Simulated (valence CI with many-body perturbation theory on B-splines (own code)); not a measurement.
# E1 line list for Tm62+

Level of theory: relativistic CI+MBPT: five valence electrons over a frozen Dirac-Fock core [He], a basis of 9 s, 9 p, 8 d, 6 f, 3 g, 1 h functions for each j, with the one-electron correlation potential Σ1, the two-electron term Σ2, the three-electron term Σ3, Breit, model QED; selected CI, second order for the rest (own B-spline code, finite nucleus).

The last digits are not significant, and no measured levels were compared; by estimate large intervals hold to a few tenths of a per cent, small ones and those within an open d or f shell to about a per cent. Among the levels kept, up to 1100 cm⁻¹ of a level comes from second order outside the variational space, and about a tenth of that is noise between levels of different J, which matters for small intervals.

Lines 51 to 100 of 256 in falling wavelength, among levels below 76753 × 10³ cm⁻¹, chosen from the strongest by gf and those to the six lowest levels. Wavelengths and rates use the calculated energies. Electric multipoles are in the length gauge, E1 and E2 with the static RPA response of the core. Weak lines are less certain than strong ones. Lines between different terms over intervals too small for the method are left out, as are lines whose strength nearly cancels. The highest levels of a list are the least certain.

Levels are named by their leading jj configuration (3d3/2^4 stands for four electrons in 3d with j = 3/2), which in mixed levels can hold well under half, so a name can repeat and another be missing. Letters in brackets count levels of one name in rising energy.

```tsv
λ vac (Å)	Upper	Lower	A (s⁻¹)	S (a.u.) with core polarisation	S without
31.56	(2s^2 2p1/2 2p3/2 3p3/2) J=7/2	(2s^2 2p1/2 2p3/2 3s) J=5/2	7.39e+11	9.17e-02	9.17e-02
31.52	(2s^2 2p1/2 2p3/2 3p3/2) J=1/2 [a]	(2s^2 2p1/2 2p3/2 3s) J=1/2	5.22e+11	1.61e-02	1.61e-02
31.52	(2s 2p1/2^2 2p3/2 3d3/2) J=3/2 [a]	(2s 2p1/2^2 2p3/2 3p1/2) J=3/2 [a]	4.06e+11	2.51e-02	2.51e-02
31.50	(2s^2 2p1/2 2p3/2 3d3/2) J=5/2 [a]	(2s^2 2p1/2 2p3/2 3p1/2) J=3/2 [a]	4.09e+11	3.79e-02	3.79e-02
31.48	(2s 2p1/2^2 2p3/2 3d3/2) J=5/2 [b]	(2s 2p1/2^2 2p3/2 3p1/2) J=3/2 [b]	4.75e+11	4.39e-02	4.39e-02
31.41	(2s^2 2p1/2^2 3d3/2) J=3/2	(2s^2 2p1/2^2 3p1/2) J=1/2	5.07e+11	3.10e-02	3.10e-02
31.35	(2s 2p1/2^2 2p3/2 3d3/2) J=7/2	(2s 2p1/2^2 2p3/2 3p1/2) J=5/2	4.73e+11	5.75e-02	5.75e-02
31.33	(2s^2 2p1/2 2p3/2 3p3/2) J=3/2 [a]	(2s^2 2p1/2 2p3/2 3s) J=1/2	2.57e+11	1.56e-02	1.56e-02
31.29	(2s^2 2p1/2 2p3/2 3d3/2) J=7/2	(2s^2 2p1/2 2p3/2 3p1/2) J=5/2	5.02e+11	6.08e-02	6.08e-02
31.22	(2s 2p1/2^2 2p3/2 3d3/2) J=1/2 [a]	(2s 2p1/2^2 2p3/2 3p1/2) J=3/2 [a]	5.41e+11	1.63e-02	1.63e-02
31.21	(2s^2 2p1/2 2p3/2 3p3/2) J=5/2 [a]	(2s^2 2p1/2 2p3/2 3s) J=3/2 [a]	7.85e+11	7.07e-02	7.07e-02
31.13	(2s^2 2p1/2 2p3/2 3d3/2) J=3/2 [a]	(2s^2 2p1/2 2p3/2 3p1/2) J=1/2	2.89e+11	1.72e-02	1.72e-02
31.11	(2s 2p1/2^2 2p3/2 3p3/2) J=5/2 [a]	(2s 2p1/2^2 2p3/2 3s) J=3/2 [a]	3.06e+11	2.73e-02	2.73e-02
30.99	(2s 2p1/2^2 2p3/2 3p3/2) J=7/2	(2s 2p1/2^2 2p3/2 3s) J=5/2	6.89e+11	8.10e-02	8.10e-02
30.79	(2s 2p1/2^2 2p3/2 3p3/2) J=1/2 [a]	(2s 2p1/2^2 2p3/2 3s) J=3/2 [a]	6.83e+11	1.97e-02	1.97e-02
30.75	(2s 2p1/2^2 2p3/2 3d3/2) J=1/2 [b]	(2s 2p1/2^2 2p3/2 3p1/2) J=1/2	4.24e+11	1.22e-02	1.22e-02
30.72	(2s^2 2p1/2 2p3/2 3d3/2) J=1/2 [a]	(2s^2 2p1/2 2p3/2 3p1/2) J=1/2	4.70e+11	1.35e-02	1.35e-02
30.60	(2s^2 2p1/2^2 3p3/2) J=3/2	(2s^2 2p1/2^2 3s) J=1/2	8.20e+11	4.64e-02	4.64e-02
30.59	(2s^2 2p1/2 2p3/2 3p3/2) J=3/2 [a]	(2s^2 2p1/2 2p3/2 3s) J=3/2 [a]	1.51e+11	8.52e-03	8.52e-03
30.46	(2s 2p1/2^2 2p3/2^2) J=1/2	(2s^2 2p1/2 2p3/2^2) J=3/2	1.66e+08	4.64e-06	4.64e-06
30.45	(2s^2 2p1/2 2p3/2 3p3/2) J=3/2 [b]	(2s^2 2p1/2 2p3/2 3s) J=3/2 [b]	3.46e+11	1.93e-02	1.93e-02
30.43	(2s 2p1/2^2 2p3/2 3p3/2) J=3/2 [b]	(2s 2p1/2^2 2p3/2 3s) J=3/2 [b]	3.18e+11	1.77e-02	1.77e-02
30.36	(2s 2p1/2^2 2p3/2^2) J=3/2	(2s^2 2p1/2 2p3/2^2) J=3/2	2.30e+10	1.27e-03	1.27e-03
30.32	(2s 2p1/2^2 2p3/2 3p3/2) J=3/2 [a]	(2s 2p1/2^2 2p3/2 3s) J=5/2	1.70e+11	9.35e-03	9.35e-03
30.29	(2p1/2^2 2p3/2^3) J=3/2	(2s 2p1/2 2p3/2^3) J=5/2	1.45e+11	7.95e-03	7.96e-03
30.17	(2s^2 2p1/2 2p3/2 3d3/2) J=5/2 [b]	(2s^2 2p1/2 2p3/2 3p1/2) J=5/2	2.11e+11	1.72e-02	1.72e-02
30.01	(2s^2 2p1/2 2p3/2 3p3/2) J=5/2 [b]	(2s^2 2p1/2 2p3/2 3s) J=3/2 [b]	4.38e+11	3.50e-02	3.50e-02
29.99	(2s^2 2p1/2 2p3/2 3p3/2) J=3/2 [b]	(2s^2 2p1/2 2p3/2 3s) J=5/2	1.36e+11	7.23e-03	7.24e-03
29.74	(2s^2 2p1/2 2p3/2 3d3/2) J=3/2 [b]	(2s^2 2p1/2 2p3/2 3p1/2) J=5/2	1.49e+11	7.74e-03	7.74e-03
29.69	(2s 2p1/2^2 2p3/2 3p3/2) J=3/2 [b]	(2s 2p1/2^2 2p3/2 3s) J=1/2	4.22e+11	2.18e-02	2.18e-02
29.57	(2s^2 2p1/2 2p3/2 3p3/2) J=5/2 [b]	(2s^2 2p1/2 2p3/2 3s) J=5/2	4.65e+11	3.56e-02	3.56e-02
29.37	(2s 2p1/2^2 2p3/2 3p3/2) J=1/2 [b]	(2s 2p1/2^2 2p3/2 3s) J=1/2	5.93e+11	1.48e-02	1.48e-02
29.30	(2s^2 2p1/2 2p3/2 3p3/2) J=3/2 [b]	(2s^2 2p1/2 2p3/2 3s) J=1/2	2.38e+11	1.18e-02	1.18e-02
29.13	(2s 2p1/2^2 2p3/2 3p3/2) J=5/2 [a]	(2s 2p1/2^2 2p3/2 3s) J=5/2	4.81e+11	3.52e-02	3.52e-02
28.65	(2s^2 2p1/2 2p3/2 3p3/2) J=3/2 [b]	(2s^2 2p1/2 2p3/2 3s) J=3/2 [a]	2.59e+11	1.20e-02	1.20e-02
28.51	(2s^2 2p1/2 2p3/2 3p3/2) J=1/2 [b]	(2s^2 2p1/2 2p3/2 3s) J=3/2 [b]	9.13e+11	2.09e-02	2.09e-02
27.50	(2s^2 2p1/2 2p3/2 3p3/2) J=1/2 [b]	(2s^2 2p1/2 2p3/2 3s) J=1/2	2.14e+11	4.38e-03	4.38e-03
26.94	(2s 2p1/2^2 2p3/2 3p3/2) J=5/2 [b]	(2s 2p1/2^2 2p3/2 3s) J=3/2 [a]	9.22e+10	5.33e-03	5.34e-03
18.61	(2s^2 2p3/2^3) J=3/2	(2s 2p1/2^2 2p3/2^2) J=1/2	2.52e+09	3.21e-05	3.21e-05
16.26	(2s^2 2p3/2^3) J=3/2	(2s 2p1/2^2 2p3/2^2) J=5/2	3.96e+09	3.35e-05	3.36e-05
9.776	(2s 2p1/2 2p3/2^3) J=3/2 [a]	(2s^2 2p1/2 2p3/2^2) J=1/2	4.05e+10	7.47e-05	7.48e-05
9.447	(2s 2p1/2^2 2p3/2^2) J=5/2	(2s^2 2p1/2^2 2p3/2) J=3/2	1.48e+12	3.71e-03	3.71e-03
9.429	(2s 2p1/2 2p3/2^3) J=3/2 [a]	(2s^2 2p1/2 2p3/2^2) J=5/2	1.64e+11	2.72e-04	2.72e-04
9.268	(2s 2p1/2 2p3/2^3) J=3/2 [a]	(2s^2 2p1/2 2p3/2^2) J=3/2	4.84e+12	7.60e-03	7.61e-03
9.153	(2s 2p1/2 2p3/2^3) J=5/2	(2s^2 2p1/2 2p3/2^2) J=5/2	4.77e+12	1.08e-02	1.09e-02
9.082	(2s 2p1/2 2p3/2^3) J=1/2	(2s^2 2p1/2 2p3/2^2) J=1/2	3.42e+12	2.53e-03	2.53e-03
9.078	(2s 2p1/2^2 2p3/2 3d3/2) J=3/2 [b]	(2s^2 2p1/2^2 3d3/2) J=3/2	5.15e+12	7.61e-03	7.62e-03
9.067	(2s 2p1/2^2 2p3/2 3p3/2) J=5/2 [b]	(2s^2 2p1/2^2 3p3/2) J=3/2	6.17e+12	1.36e-02	1.37e-02
9.044	(2s 2p1/2^2 2p3/2 3s) J=1/2	(2s^2 2p1/2^2 3s) J=1/2	6.08e+12	4.44e-03	4.45e-03
9.035	(2p1/2 2p3/2^4) J=1/2	(2s 2p1/2 2p3/2^3) J=3/2 [b]	1.37e+13	9.99e-03	1.00e-02
```
